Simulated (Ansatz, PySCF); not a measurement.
Noncovalent pair: CH4 (SMILES C) (first 5 atoms) with CH6Si (SMILES C[SiH3]); geometry from B3LYP-D3(BJ)/def2-TZVP, rigid monomers moved along the line of their centres of mass till C1···Si7 is 4.48 Å.
(charge 0, multiplicity 1):
```xyz
13

C     -0.082     0.001    -0.313
H     -1.037    -0.095     0.201
H      0.302     1.013    -0.185
H      0.628    -0.711     0.105
H     -0.219    -0.201    -1.374
C     -0.155     1.268     4.000
Si     0.187    -0.573     4.119
H     -0.278     1.573     2.960
H      0.666     1.844     4.428
H     -1.068     1.528     4.539
H     -0.929    -1.353     3.531
H      0.344    -0.981     5.537
H      1.433    -0.923     3.395
```

Monomers are frozen at their geometry in the pair; levels with a basis set take the counterpoise correction.

Cores are frozen in the correlated methods.

Codes used: Ansatz (Gaussian orbitals); PySCF for the dispersion terms. Values without a source in brackets are computed.

PBE/def2-TZVPPD gives -0.31 kcal/mol for the interaction energy.

Problem. Where do these levels fall relative to PBE: PBE-D3(BJ)/def2-TZVPPD, r2SCAN/def2-TZVPPD, B3LYP/def2-TZVPPD, wB97M-V/def2-TZVPPD, MP2/aug-cc-pV(D+d)Z, CCSD(T)/aug-cc-pV(D+d)Z.

Solution. PBE-D3(BJ)/def2-TZVPPD -0.61; r2SCAN/def2-TZVPPD 0.01; B3LYP/def2-TZVPPD 0.48; wB97M-V/def2-TZVPPD -0.31; MP2/aug-cc-pV(D+d)Z -0.28; CCSD(T)/aug-cc-pV(D+d)Z -0.30 kcal/mol. 2 of 6 lie above PBE; the widest gap is to PBE-D3(BJ)/def2-TZVPPD.

Ansatz is an electronic-structure program.
